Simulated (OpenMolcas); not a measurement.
# Ti2+ in a ligand field

Ti2+ with 4 ligands (water) in square-planar coordination (D2h) at 2.09 Å. Ligand basis ANO-RCC-VDZP.

- Program: OpenMolcas 26.06
- Method: SS-CASPT2, IPEA 0.25 Eh, imaginary shift 0.1 Eh (closed shells correlated: 3s 3p and the ligand valence shells)
- Basis: ANO-RCC-VDZP [5s4p2d1f]
- Scalar Hamiltonian: DKH2, point nucleus
- Active space: 2 electrons in 5 orbitals (3d)
- State averaging: 2S+1 = 3 even, 10 roots; 2S+1 = 1 even, 15 roots
- Spin-orbit coupling: RASSI with atomic mean-field integrals over the reference wave functions

The lowest spin-free states, above the lowest:

```
   State  Degeneracy  E (cm-1)
2S+1 = 3           1         0
2S+1 = 3           1       620
2S+1 = 3           1      1850
2S+1 = 3           1      1850
2S+1 = 3           1      6760
2S+1 = 3           1      6860
2S+1 = 1           1      7070
2S+1 = 1           1      8870
2S+1 = 1           1      9620
2S+1 = 1           1     10080
2S+1 = 1           1     10230
2S+1 = 1           1     12630
2S+1 = 1           1     13160
2S+1 = 1           1     15480
2S+1 = 1           1     15780
2S+1 = 3           1     17760
2S+1 = 3           1     20500
2S+1 = 3           1     23350
2S+1 = 1           1     26530
2S+1 = 1           1     27290
```

The lowest levels with spin-orbit coupling:

```tsv
E (cm-1)	Degeneracy	2S+1
0	1	3
3	1	3
16	1	3
610	1	3
620	1	3
640	1	3
1870	1	3
1870	1	3
1880	1	3
1880	1	3
1890	1	3
1890	1	3
6640	1	3 (81 %)
6750	1	3
6780	1	3
6880	1	3
6900	1	3
6910	1	3
7200	1	1 (79 %)
8890	1	1
```

Powder χT (cm3 K/mol): 0.301 at 2 K, 0.659 at 10 K, 0.858 at 50 K, 0.907 at 100 K, 0.982 at 200 K, 1.05 at 300 K. The effective moment at 300 K is 2.828 √(χT) = 2.90 μB.

The lowest level has 2S+1 = 3, for which the spin-only value is χT = S(S+1) / 2 = 1.000 cm3 K/mol (g = 2). The computed 1.055 at 300 K differs by +0.055, through orbital momentum, spin-orbit coupling and any other state in reach.

Ligand-to-metal charge-transfer states are missing. With no ligand orbital active B as a rule stays too high, so bands that hang on it stand too high and its fall with covalency is understated. No measured value stands beside these numbers; the geometry is a model, was not optimised and need not be the one that this ion takes.

The CASPT2 steps took 39 s on 1 thread of Arm Neoverse V2 (shared host); the integral step is not counted.
